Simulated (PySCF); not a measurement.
Isomers of C9H16, from PBE0-D3(BJ)/def2-SVP geometry optimisation, gas phase (PySCF 2.14.0). One conformer each, no zero-point energy, no frequencies.

Question: Which isomer lies lowest at this level?
A. `[CH2:1]1[CH2:2][CH2:3][C@@H:4]2[CH2:5][CH2:6][CH2:7][C@H:8]2[CH2:9]1` with C9–C1–C2–C3 54°, C1–C2–C3–C4 -54°, C2–C3–C4–C5 175°, C3–C4–C5–C6 -160°: A = 2966, B = 1344, C = 998.5 MHz, dipole 0.08 D
B. `[CH2:1]=[C:2]([CH3:3])[C:4](=[CH2:5])[C:6]([CH3:7])([CH3:8])[CH3:9]` with C1–C2–C4–C5 97°: A = 2214, B = 1214, C = 1158 MHz, dipole 0.46 D
C. `C[C@@H]1C[C@H]2C[C@H](C2)[C@H]1C`: A = 2291, B = 1644, C = 1194 MHz, dipole 0.07 D

Answer: A. That is `C1CC[C@@H]2CCC[C@H]2C1`, 23.1 kcal/mol below the next.

```tsv
SMILES	mapped SMILES	E (Eh)	relative (kcal/mol)	relative (kJ/mol)	dipole (D)
C1CC[C@@H]2CCC[C@H]2C1	[CH2:1]1[CH2:2][CH2:3][C@@H:4]2[CH2:5][CH2:6][CH2:7][C@H:8]2[CH2:9]1	-351.95954	0.0	0.0	0.08
C[C@@H]1C[C@H]2C[C@H](C2)[C@H]1C	[CH3:1][C@@H:2]1[CH2:3][C@H:4]2[CH2:5][C@H:6]([CH2:7]2)[C@H:8]1[CH3:9]	-351.92277	23.1	96.5	0.07
C=C(C)C(=C)C(C)(C)C	[CH2:1]=[C:2]([CH3:3])[C:4](=[CH2:5])[C:6]([CH3:7])([CH3:8])[CH3:9]	-351.88704	45.5	190.4	0.46
```

As drawn, the highest has a C=C bond outside aromatic rings and a quaternary carbon, which the lowest lacks.
